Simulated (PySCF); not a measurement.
Excitation energy of K by level of theory

K [Ar] 4s1 (2S) → K [Ar] 4p1 (2P), as a difference of total energies. Computed with PySCF 2.14 in dyall-av3z, with the spin-free X2C one-electron Hamiltonian (Gaussian nucleus). The calculations carry no spin-orbit coupling.

```
   method  excitation energy (eV)
      UHF                   1.420
      LDA                   1.538
      PBE                   1.395
     PBE0                   1.406
   r2SCAN                   1.367
  LC-wPBE                   1.454
CAM-B3LYP                   1.577
     BP86                   1.392
```

For comparison: 1.615 eV (measured; NIST levels, between the centres of gravity of the two terms).
